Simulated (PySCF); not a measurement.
C4H5FSi.
Cartesian coordinates in Å at the PBE0-D3(BJ)/def2-SVP level; atoms count from 1:
```
atom  x, y, z in Å
F1    -2.348    1.537   -0.382
C2    -1.237    0.835   -0.194
C3    -0.048    1.388    0.107
C4     1.053    0.419    0.270
C5     0.788   -0.897    0.111
Si6   -1.028   -1.047   -0.294
H7     0.104    2.465    0.223
H8     2.052    0.796    0.516
H9     1.557   -1.664    0.218
H10   -1.852   -1.770    0.720
H11   -1.340   -1.586   -1.651
```

Computed with PySCF at CAM-B3LYP/def2-SVPD, non-relativistic, on one gas-phase PBE0-D3(BJ)/def2-SVP geometry that isn't relaxed in the solvent. The solvent is an IEF-PCM continuum (Bondi radii, 1.10 Å for H, scaled by 1.2), and excitations are vertical TDDFT with non-equilibrium linear response and a frozen core. Specific hydrogen bonds and non-electrostatic terms are outside this model.

Gas-phase singlets (H = HOMO, L = LUMO):

```csv
state,E (eV),λ (nm),f,leading configuration
S1,4.289,289,0.054,H→L 98%
S2,5.787,214,0.000,H-1→L 97%
S3,6.171,201,0.008,H→L+1 70%
S4,6.391,194,0.000,H→L+2 64%
S5,6.588,188,0.005,H-3→L 93%
```

Problem. What are the lowest 5 singlets in benzene (ε = 2.271)?

Solution. 
```json
{"state": "S1", "E (eV)": "4.251", "λ (nm)": "292", "f": "0.070", "leading configuration": "H→L 98%", "change by rank (eV)": "-0.038"}
{"state": "S2", "E (eV)": "5.781", "λ (nm)": "214", "f": "0.000", "leading configuration": "H-1→L 97%", "change by rank (eV)": "-0.006"}
{"state": "S3", "E (eV)": "6.185", "λ (nm)": "200", "f": "0.011", "leading configuration": "H→L+1 90%", "change by rank (eV)": "+0.014"}
{"state": "S4", "E (eV)": "6.376", "λ (nm)": "194", "f": "0.001", "leading configuration": "H→L+2 81%", "change by rank (eV)": "-0.015"}
{"state": "S5", "E (eV)": "6.557", "λ (nm)": "189", "f": "0.007", "leading configuration": "H-3→L 93%", "change by rank (eV)": "-0.031"}
```

Problem. What are the lowest 5 singlets in dimethylsulfoxide (ε = 46.83)?

Solution. 
```csv
state,E (eV),λ (nm),f,leading configuration,change by rank (eV)
S1,4.274,290,0.070,H→L 98%,-0.015
S2,5.770,215,0.000,H-1→L 97%,-0.017
S3,6.198,200,0.010,H→L+1 66%,+0.027
S4,6.380,194,0.003,H→L+2 62%,-0.011
S5,6.544,189,0.007,H-3→L 93%,-0.044
```

Problem. How do the frontier levels move from gas to dimethylsulfoxide?

Solution. 
```json
{"orbital": "LUMO+2", "gas (eV)": "1.31", "solvent (eV)": "1.40", "change (eV)": "+0.09"}
{"orbital": "LUMO+1", "gas (eV)": "1.24", "solvent (eV)": "1.32", "change (eV)": "+0.08"}
{"orbital": "LUMO", "gas (eV)": "-0.53", "solvent (eV)": "-0.43", "change (eV)": "+0.10"}
{"orbital": "HOMO", "gas (eV)": "-7.99", "solvent (eV)": "-7.94", "change (eV)": "+0.05"}
{"orbital": "HOMO-1", "gas (eV)": "-10.33", "solvent (eV)": "-10.23", "change (eV)": "+0.10"}
{"orbital": "HOMO-2", "gas (eV)": "-10.51", "solvent (eV)": "-10.41", "change (eV)": "+0.10"}
{"orbital": "HOMO-3", "gas (eV)": "-10.86", "solvent (eV)": "-10.73", "change (eV)": "+0.13"}
```

The HOMO–LUMO gap goes from 7.46 to 7.50 eV. Rows go by rank; for LUMO+1 and LUMO+2 the atom shares or the degeneracy differ between the runs, so the row needn't follow one orbital.
